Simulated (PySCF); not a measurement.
Species: C₄H₈Ge.
Z-matrix (Å and degrees, PBE0-D3(BJ)/def2-SVP geometry), rows numbered from 1:
```
C 
C   1  1.3415
C   2  1.5040  1  120.68
Ge  3  1.9728  2  102.49  1     1.01
C   1  1.5042  2  120.69  3    -0.01
H   1  1.0963  2  120.11  3   179.92
H   2  1.0963  1  120.13  3  -179.91
H   3  1.1026  2  111.85  1   121.63
H   3  1.1029  2  111.69  1  -119.23
H   4  1.5408  3  113.30  2   116.06
H   4  1.5407  3  113.61  2  -118.96
H   5  1.1029  1  111.69  2   119.22
H   5  1.1026  1  111.84  2  -121.65
```

Computed with PBE0-D3(BJ)/def2-SVP geometry optimisation, gas phase in PySCF.

Take the most abundant isotopes and a rigid rotor. 

Task: Give the principal moments of inertia and the rotational constants in MHz.

Result: Ia = 87.44, Ib = 164.75, Ic = 239.55 u·Å²; 505379 MHz·u·Å²/I gives A = 5780, B = 3068, C = 2110 MHz.

Task: What kind of rotor is it?

Result: An asymmetric top. Ray's parameter κ = (2B − A − C)/(A − C) = -0.478; −1 is the prolate and +1 the oblate limit.

Task: What does the inertial defect say?

Result: Not planar: Δ = Ic − Ia − Ib = -12.64 u·Å². For a rigid frame Δ = −2 Σ m c², so Σ m c² = 6.32 u·Å² lies off the ab plane, practically all of it from hydrogen. The atom farthest from that plane is 1.27 Å away.

Task: Give the coordinates in the principal-axis frame, origin at the centre of mass.

Result: The sense of each axis is arbitrary; atoms in the order of the calculation.
| atom | mass (u) | a (Å) | b (Å) | c (Å) |
| --- | --- | --- | --- | --- |
| C1 | 12.000 | -1.825 | -0.671 | -0.006 |
| C2 | 12.000 | -1.825 | 0.670 | -0.006 |
| C3 | 12.000 | -0.532 | 1.438 | 0.012 |
| Ge4 | 73.921 | 0.818 | 0.000 | -0.002 |
| C5 | 12.000 | -0.531 | -1.438 | 0.012 |
| H6 | 1.008 | -2.773 | -1.221 | -0.018 |
| H7 | 1.008 | -2.774 | 1.220 | -0.018 |
| H8 | 1.008 | -0.441 | 2.109 | -0.858 |
| H9 | 1.008 | -0.450 | 2.077 | 0.908 |
| H10 | 1.008 | 1.695 | 0.001 | -1.269 |
| H11 | 1.008 | 1.732 | -0.001 | 1.238 |
| H12 | 1.008 | -0.448 | -2.077 | 0.908 |
| H13 | 1.008 | -0.440 | -2.110 | -0.858 |

Task: Where do the levels up to J = 4 lie, in K?

Result: Above 0(0,0), as E/k:
J = 1: 1(0,1) 0.248, 1(1,1) 0.379, 1(1,0) 0.425
J = 2: 2(0,2) 0.735, 2(1,2) 0.830, 2(1,1) 0.968, 2(2,1) 1.358, 2(2,0) 1.368
J = 3: 3(0,3) 1.443, 3(1,3) 1.500, 3(1,2) 1.775, 3(2,2) 2.103, 3(2,1) 2.151, 3(3,1) 2.875, 3(3,0) 2.877
J = 4: 4(0,4) 2.356, 4(1,4) 2.385, 4(1,3) 2.835, 4(2,3) 3.089, 4(2,2) 3.218, 4(3,2) 3.886, 4(3,1) 3.896, 4(4,1) 4.943, 4(4,0) 4.943

Task: Which lines would a microwave search look for?

Result: The dipole components are |μa| = 0.27 D, |μb| = 0.00 D, |μc| = 0.02 D. Intensities carry the squares of the components, which stand as 1.00 : 0.00 : 0.01 (a : b : c). Some lines, for components of 0.1 D or more:

```
type  branch         J(Ka,Kc)    MHz  lower level (cm⁻¹)
   a       Q  1(1,0) ← 1(1,1)    958               0.263
   a       Q  3(2,1) ← 3(2,2)   1000               1.462
   a       Q  2(1,1) ← 2(1,2)   2874               0.577
   a       R  1(0,1) ← 0(0,0)   5177               0.000
   a       Q  3(1,2) ← 3(1,3)   5717               1.043
   a       R  2(1,2) ← 1(1,1)   9397               0.263
   a       R  2(0,2) ← 1(0,1)  10142               0.173
   a       R  2(1,1) ← 1(1,0)  11312               0.295
   a       R  3(1,3) ← 2(1,2)  13974               0.577
   a       R  3(0,3) ← 2(0,2)  14744               0.511
   a       R  3(2,2) ← 2(2,1)  15532               0.944
   a       R  3(2,1) ← 2(2,0)  16319               0.951
   a       R  3(1,2) ← 2(1,1)  16818               0.672
```

PBE0-D3(BJ)/def2-SVP frequencies: not computed here. Constants of a rigid frame at the computed geometry: no zero-point averaging, no centrifugal distortion.

Time: 39 s of wall time; peak memory 0.48 GiB. Hardware: one thread of an Arm Neoverse V1, shared host with 32 logical CPUs at a one-minute load of 17. This is the geometry optimisation.
